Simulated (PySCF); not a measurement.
CHO$_{2}$ (SMILES O=[C]O), doublet, at a GFN2-xTB geometry, with bond 1-2 at 1.6 times its length; BLYP/6-31G** (PySCF).

Input for PySCF:
```python
from pyscf import gto, scf, dft

mol = gto.Mole()
mol.atom = '''
    O     1.381097   -1.247634   -0.217637
    C     0.272153    0.258955    0.168123
    O    -0.979298    0.513219   -0.000943
    H    -1.520474   -0.198179   -0.417378
'''
mol.basis = '6-31g**'
mol.charge = 0
mol.spin = 1
mol.verbose = 4
mol.build()

mf = dft.UKS(mol)
mf.xc = 'blyp'
mf.damp = 0.5
mf.diis_start_cycle = 5
mf.kernel()
mf.analyze()
```

What the program printed (banner, timings and long lists left out):

```
PySCF version 2.14.0

[INPUT] verbose = 4
[INPUT] num. atoms = 4
[INPUT] num. electrons = 23
[INPUT] charge = 0
[INPUT] spin (= nelec alpha-beta = 2S) = 1
[INPUT] symmetry False subgroup None
[INPUT] Mole.unit = angstrom
[INPUT] Symbol           X                Y                Z      unit          X                Y                Z       unit  Magmom
[...]
nuclear repulsion = 51.7847070025998
number of shells = 21
number of NR pGTOs = 88
number of NR cGTOs = 47
basis = 6-31g**
ecp = {}

******** <class 'pyscf.dft.uks.UKS'> ********
method = UKS
initial guess = minao
damping factor = 0.5
level_shift factor = 0
DIIS = <class 'pyscf.scf.diis.CDIIS'>
diis_start_cycle = 5
diis_space = 8
diis_damp = 0
SCF conv_tol = 1e-09
SCF conv_tol_grad = None
SCF max_cycles = 50
direct_scf = True
direct_scf_tol = 1e-13
number electrons alpha = 12  beta = 11
XC library pyscf.dft.libxc version 7.1.2
    S. Lehtola, C. Steigemann, M. J. T. Oliveira, and M. A. L. Marques,  SoftwareX 7, 1–5 (2018)
XC functionals = blyp
    A. D. Becke,  Phys. Rev. A 38, 3098 (1988)
    C. Lee, W. Yang, and R. G. Parr,  Phys. Rev. B 37, 785 (1988)
    B. Miehlich, A. Savin, H. Stoll, and H. Preuss,  Chem. Phys. Lett. 157, 200 (1989)
radial grids:
    Treutler-Ahlrichs [JCP 102, 346 (1995); DOI:10.1063/1.469408] (M4) radial grids

becke partition: Becke, JCP 88, 2547 (1988); DOI:10.1063/1.454033
pruning grids: <function nwchem_prune>
grids dens level: 3
symmetrized grids: False
atomic radii adjust function: <function treutler_atomic_radii_adjust>
small_rho_cutoff = 0
Set gradient conv threshold to 3.16228e-05
tot grids = 52096
init E= -188.960136783951

cycle= 1 E= -188.349413722961  delta_E= 0.611  |g|= 0.973  |ddm|=  1.4
cycle= 2 E= -183.804975244487  delta_E= 4.54  |g|= 2.41  |ddm|= 2.92
cycle= 3 E= -185.209601730179  delta_E= -1.4  |g|= 2.48  |ddm|= 3.48
cycle= 4 E= -182.357735726378  delta_E= 2.85  |g|= 2.39  |ddm|= 3.92
cycle= 5 E= -145.423303785514  delta_E= 36.9  |g|= 5.03  |ddm|= 7.93
cycle= 6 E= -153.596481840251  delta_E= -8.17  |g|= 5.17  |ddm|= 8.73
cycle= 7 E= -181.465617116449  delta_E= -27.9  |g|= 2.23  |ddm|= 6.21
cycle= 8 E= -183.906875710023  delta_E= -2.44  |g|= 2.74  |ddm|= 4.71
cycle= 9 E= -186.536569088984  delta_E= -2.63  |g|= 1.94  |ddm|= 1.96
cycle= 10 E= -187.006756882551  delta_E= -0.47  |g|= 1.69  |ddm|= 0.957
cycle= 11 E= -188.06225353203  delta_E= -1.06  |g|= 1.16  |ddm|= 0.702
cycle= 12 E= -188.338075681723  delta_E= -0.276  |g|= 0.972  |ddm|= 0.244
[...]
SCF not converged.
Total Energy =                        -188.890920366972637
[...]

 ** Mulliken spin pop alpha/beta on meta-lowdin orthogonal AOs **
 ** Mulliken Spin Density (per AO)  **
spin_pop of  0 O 1s       -0.00000
spin_pop of  0 O 2s        0.00103
spin_pop of  0 O 3s       -0.00037
spin_pop of  0 O 2px       0.13434
spin_pop of  0 O 2py       0.58142
spin_pop of  0 O 2pz       0.18948
spin_pop of  0 O 3px      -0.00012
spin_pop of  0 O 3py       0.00019
spin_pop of  0 O 3pz      -0.00024
spin_pop of  0 O 3dxy     -0.00002
spin_pop of  0 O 3dyz      0.00008
spin_pop of  0 O 3dz^2     0.00003
spin_pop of  0 O 3dxz     -0.00000
spin_pop of  0 O 3dx2-y2    0.00005
spin_pop of  1 C 1s        0.00000
spin_pop of  1 C 2s        0.06325
spin_pop of  1 C 3s        0.00111
spin_pop of  1 C 2px       0.00422
spin_pop of  1 C 2py       0.02710
spin_pop of  1 C 2pz      -0.01617
spin_pop of  1 C 3px       0.00027
spin_pop of  1 C 3py      -0.00020
spin_pop of  1 C 3pz      -0.00032
spin_pop of  1 C 3dxy      0.00003
spin_pop of  1 C 3dyz     -0.00008
spin_pop of  1 C 3dz^2     0.00008
spin_pop of  1 C 3dxz     -0.00001
spin_pop of  1 C 3dx2-y2    0.00029
spin_pop of  2 O 1s        0.00000
spin_pop of  2 O 2s        0.00905
spin_pop of  2 O 3s        0.00031
spin_pop of  2 O 2px       0.00038
spin_pop of  2 O 2py      -0.00672
spin_pop of  2 O 2pz      -0.01061
spin_pop of  2 O 3px       0.00009
spin_pop of  2 O 3py      -0.00001
spin_pop of  2 O 3pz      -0.00006
spin_pop of  2 O 3dxy      0.00009
spin_pop of  2 O 3dyz     -0.00001
spin_pop of  2 O 3dz^2     0.00001
spin_pop of  2 O 3dxz      0.00001
spin_pop of  2 O 3dx2-y2   -0.00001
spin_pop of  3 H 1s        0.02149
spin_pop of  3 H 2s        0.00057
spin_pop of  3 H 2px      -0.00001
spin_pop of  3 H 2py       0.00000
spin_pop of  3 H 2pz      -0.00001
 ** Mulliken Spin Density (per atom)  **
spin density of  0 O =      0.90587
spin density of  1 C =      0.07957
spin density of  2 O =     -0.00747
spin density of  3 H =      0.02203
 ** Mulliken pop alpha/beta on meta-lowdin orthogonal AOs **
 ** Mulliken pop       alpha | beta **
In total            12.00000 | 11.00000
 ** Mulliken atomic charges   ( Nelec_alpha | Nelec_beta ) **
charge of  0O =     -0.29046  (     4.59817      3.69229 )
charge of  1C =      0.16492  (     2.95733      2.87776 )
charge of  2O =     -0.22891  (     4.11072      4.11819 )
charge of  3H =      0.35445  (     0.33379      0.31176 )
Dipole moment(X, Y, Z, Debye): -4.10814,  0.35405, -0.75589
```

The run did not converge; its last values are not results.
